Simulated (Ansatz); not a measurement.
Which isomer of C2H10Si2 gives these data?

These gas-phase data were calculated for one isomer of C2H10Si2 at PBE-D3(BJ)/def2-SVP (harmonic, unscaled wavenumbers; equilibrium rotational constants with average atomic masses):

| Property | Result |
| --- | --- |
| rotational constants | 7.176, 2.14, 1.836 GHz |
| all wavenumbers above 1500 cm⁻¹ | 3081, 3077, 3047, 2984, 2978, 2166, 2162, 2158, 2149, 2144 |

Candidates:

(1) `C[SiH2][SiH2]C`, a singlet
(2) `C[SiH2]C[SiH3]`, a singlet
(3) `C[SiH](C)[SiH3]`, a singlet

Problem. Which candidate do the data belong to?

Solution. Candidate (2). 5 modes lie between 2000 and 2380 cm⁻¹, one for each Si–H bond, while (1) has 4, (3) has 4.

The same quantities for all candidates:

```
     rotational constants (GHz)                                 wavenumbers above 1500 cm⁻¹  E above the lowest, PBE-D3(BJ)/def2-SVP (kcal/mol)
(1)         9.809, 1.846, 1.647  3083, 3083, 3082, 3082, 2980, 2980, 2143, 2134, 2132, 2132                                                 0.7
(2)          7.176, 2.14, 1.836  3081, 3077, 3047, 2984, 2978, 2166, 2162, 2158, 2149, 2144                                                 2.1
(3)         4.959, 2.657, 1.969  3080, 3080, 3073, 3073, 2975, 2974, 2156, 2152, 2140, 2130                                                 0.0
```

Harmonic stretches to hydrogen usually lie a few per cent above observed fundamentals. Each candidate is one conformer. Programs: Ansatz 0.2.0.
